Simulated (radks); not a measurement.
The ytterbium ion Yb+, configuration [Xe] 4f14 6s1 (the NIST ground configuration). Calculated with a radial shooting solver on a logarithmic mesh with Libxc functionals: scalar-relativistic Kohn-Sham, LDA (Slater exchange, Perdew-Wang correlation), spin-polarised, spherical densities, point nucleus; open shells are filled with parallel spins first (spin-orbit coupling, left out, can overturn this in heavy ions).

Unscreened Slater integrals over Kohn-Sham orbitals (cm^-1). They are taken over the spin-up orbitals.

integral    value
F0(6s,6s)   56803
F0(6s,4f)   73910
G3(6s,4f)  2749.4
F0(6s,5p)   70595
G1(6s,5p)  5754.3
F0(6s,5s)   71825
G0(6s,5s)  2859.5
F0(4f,4f)  265910
F2(4f,4f)  122330
F4(4f,4f)   76030
F6(4f,4f)   54505
F0(4f,5p)  164030
F2(4f,5p)   54653
G2(4f,5p)   29586
G4(4f,5p)   22310
F0(4f,5s)  188590
G3(4f,5s)   35256
F0(5p,5p)  136470
F2(5p,5p)   72806
F0(5p,5s)  147930
G1(5p,5s)   97321
F0(5s,5s)  163540
